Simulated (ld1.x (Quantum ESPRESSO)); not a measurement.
# tungsten (W), TM: configuration errors across variants

ld1.x (Quantum ESPRESSO) 7.5 input, shortened:

```
&input
   title='W', zed=74., rel=1, dft='PZ', iswitch=3,
   config='[Xe] 4f14 5d4 6s0 6p0'
 /
 &inputp
   pseudotype=2, tm=.true., lloc=2,
   nlcc=.true., new_core_ps=.true., rcore=1.05
 /
3
6S  1  0   0.00   0.00  2.65  2.65  0.0
6P  2  1   0.00   0.00  2.20  2.20  0.0
5D  3  2   4.00   0.00  2.20  2.20  0.0
 &test
   configts(1)='5d4 6s0 6p0'
 /
```

All-electron excitation energies from the reference (eV): (1) 5d4 6s2 6p0 -25.160; (2) 5d4 6s1 6p0 -16.026; (3) 5d3 6s0 6p0 25.705; (4) 5d5 6s0 6p0 -15.175; (5) 5d4 6s1.5 6p0 -21.416; (6) 5d4 6s0 6p0 spin -2.364; (7) 5d4 6s2 6p0 spin -27.094.

Spin tests fill each open shell by Hund’s rule, majority spin first.

Tests that are not counted but printed errors over 1 eV. “base”: 5d4 6s1 6p1 (solver errors, printed error +5.2 eV); 5d4 6s0 6p2 (solver errors, printed error -146 eV). “wave 5d (bound): rc 2.20 bohr becomes 5d (bound): rc 1.52 bohr”: 5d4 6s1 6p1 (solver errors, printed error +5.9 eV); 5d4 6s0 6p2 (solver errors, printed error -156 eV). “wave 5d (bound): rc 2.20 bohr becomes 5d (bound): rc 1.74 bohr”: 5d4 6s1 6p1 (solver errors, printed error -161 eV); 5d4 6s0 6p2 (solver errors, printed error -141 eV). “wave 5d (bound): rc 2.20 bohr becomes 5d (bound): rc 2.10 bohr”: 5d4 6s0 6p2 (pseudo-atom not self-consistent, printed error -153 eV).

A true bound ghost makes a file unfit for plane-wave use even where its test errors are small: the radial tests pick states by their node count and pass the ghost by. Where a test does run into it, the solver fails or the error is huge.

Errors AE − PS in meV (a dash: test not solved or not reliable):

```csv
change,(1),(2),(3),(4),(5),(6),(7),bound ghosts
base,-19,-3.9,-115,-44,-11,-10,-23,"s, p"
wave 5d (bound): rc 2.20 bohr becomes 5d (bound): rc 1.52 bohr,-20,-4.0,-115,-44,-11,-12,-24,"s, p"
wave 5d (bound): rc 2.20 bohr becomes 5d (bound): rc 1.74 bohr,-19,-3.9,-115,-44,-11,-14,-26,"s, p"
wave 5d (bound): rc 2.20 bohr becomes 5d (bound): rc 2.10 bohr,-19,-3.9,-115,-44,-11,-14,-26,"s, p"
wave 5d (bound): rc 2.20 bohr becomes 5d (bound): rc 2.58 bohr,-20,-4.2,-112,-47,-11,+20,+1.5,"s, p"
wave 5d (bound): rc 2.20 bohr becomes 5d (bound): rc 3.26 bohr,-44,-12,-77,-54,-27,+129,+64,"s, p"
```

Give the same row for: wave 5d (bound): rc 2.20 bohr becomes 5d (bound): rc 2.92 bohr.

-26, -6.6, -100, -51, -16, +72, +36; bound ghosts: s, p.
